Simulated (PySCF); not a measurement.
ZnF2, SMILES [F][Zn][F].

Coordinates come from a B3LYP-D3(BJ)/def2-TZVP optimisation. The isomer is the one that the SMILES or the coordinates give; other isomers of the formula were not compared.

Two levels are set side by side: TDA-PBE/def2-SVPD (PySCF) and TDA-CAM-B3LYP/def2-SVPD (PySCF). Vertical, same geometry. The lowest singlet is HOMO−1→LUMO 100 % with PBE and HOMO→LUMO 96 % with the other functional; states are paired by order. Differences are taken from unrounded values.

```
quantity                               TDA-CAM-B3LYP
-------------------------------------  -------------
lowest singlet excitation (eV)                  6.81
lowest triplet excitation (TDA) (eV)            6.45
first bright state (f over 0.05) (eV)           7.61
its oscillator strength                         0.06
```

Q: What does TDA-PBE give, and how far is it from TDA-CAM-B3LYP? (Estimate from the structure and the level; the computed values follow.)

A: 
```tsv
quantity	TDA-PBE	TDA-PBE minus TDA-CAM-B3LYP
lowest singlet excitation (eV)	5.75	-1.06
lowest triplet excitation (TDA) (eV)	5.42	-1.03
first bright state (f over 0.05) (eV)	7.57	-0.04
its oscillator strength	0.05	0.00
```

A lower first singlet is the usual sign of a functional without exact exchange. Differences between two approximate levels are no errors against the true value.

Rough cost on one machine, each run with all the roots and properties that it gave: TDA-CAM-B3LYP against TDA-PBE within a factor of 2.
